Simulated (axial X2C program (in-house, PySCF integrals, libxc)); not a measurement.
## LiBr: computed against measured constants

All values were computed with an axial X2C code built on PySCF integrals. Spin-free means the one-electron spin-free X2C Hamiltonian; two-component (2c) means X2C with spin–orbit coupling and atomic mean-field two-electron Coulomb and Gaunt terms, so the difference of the two also holds small scalar two-electron terms. Basis: Br dyall-cv3z [8s9p6d4f1g], Li dyall-cv3z [7s8p2d] (cores contracted in-house); Gaussian nuclei, density fitting, unrestricted open shells. Masses: Br 78.918 u, Li 7.016 u.

| Hamiltonian | level | Re (Å) | ωe (cm⁻¹) | ωexe (cm⁻¹) | De (eV) |
| --- | --- | --- | --- | --- | --- |
| spin-free | PBE0 | 2.168 | 563.3 | 3.47 | 4.24 |
| spin-free | HF | 2.191 | 558.8 | 3.47 | 3.25 |
| spin-free | MP2 | 2.194 | 553.8 | 3.51 | 4.26 |
| spin-free | CCSD | 2.192 | 555.0 | 3.53 | 4.13 |
| spin-free | CCSD(T) | 2.193 | 553.4 | 3.53 | 4.19 |
| spin-free | BP86 | 2.185 | 544.1 | 3.5 | 4.31 |
| 2c | PBE0 | 2.169 | 562.7 | 3.47 | 4.14 |
| 2c | HF | 2.192 | 558.2 | 3.47 | 3.08 |
| 2c | MP2 | 2.195 | 553.3 | 3.51 | 4.11 |
| 2c | CCSD | 2.193 | 554.5 | 3.53 | 3.98 |
| 2c | CCSD(T) | 2.194 | 552.8 | 3.53 | 4.05 |
| 2c | BP86 | 2.186 | 543.4 | 3.5 | 4.19 |

De refers to Br + Li.

Correlated methods: 8 electrons correlated (number of frozen shells: Br 3 s, 2 p, 1 d; Li 1 s), 186 virtual spin orbitals or spinors in MP2, 72 natural virtuals in coupled cluster.

Measured (Huber and Herzberg, Constants of Diatomic Molecules, 1979; state 1Σ+): Re (Å) 2.17043, ωe (cm⁻¹) 563.16, ωexe (cm⁻¹) 3.53.

Q: Work out the error of each level, computed minus measured.

A: 

| Hamiltonian | level | Re (Å) | ωe (cm⁻¹) | ωexe (cm⁻¹) |
| --- | --- | --- | --- | --- |
| spin-free | PBE0 | -0.002 | 0.1 | -0.06 |
| spin-free | HF | 0.021 | -4.4 | -0.06 |
| spin-free | MP2 | 0.024 | -9.4 | -0.02 |
| spin-free | CCSD | 0.022 | -8.2 | 0.00 |
| spin-free | CCSD(T) | 0.023 | -9.8 | 0.00 |
| spin-free | BP86 | 0.015 | -19.1 | -0.03 |
| 2c | PBE0 | -0.001 | -0.5 | -0.06 |
| 2c | HF | 0.022 | -5.0 | -0.06 |
| 2c | MP2 | 0.025 | -9.9 | -0.02 |
| 2c | CCSD | 0.023 | -8.7 | 0.00 |
| 2c | CCSD(T) | 0.024 | -10.4 | 0.00 |
| 2c | BP86 | 0.016 | -19.8 | -0.03 |

The state is one determinant whose occupation by symmetry is held fixed; it was picked as the lowest of a PBE0 search that is not exhaustive. Closed shells are restricted here (equal orbitals for both partners); the stretched side of such a curve lies too high. Dissociation energies refer to the lowest single-determinant-based atoms at the same level and basis. Coupled cluster ran in a truncated set of natural virtual spinors; the MP2 energy of the rest was added. (T) has no such correction and the atoms are truncated less, which lowers De at CCSD(T) by a hundredth of an eV or more. The functionals have no current-density term, which raises determinants with orbital currents, atoms included.
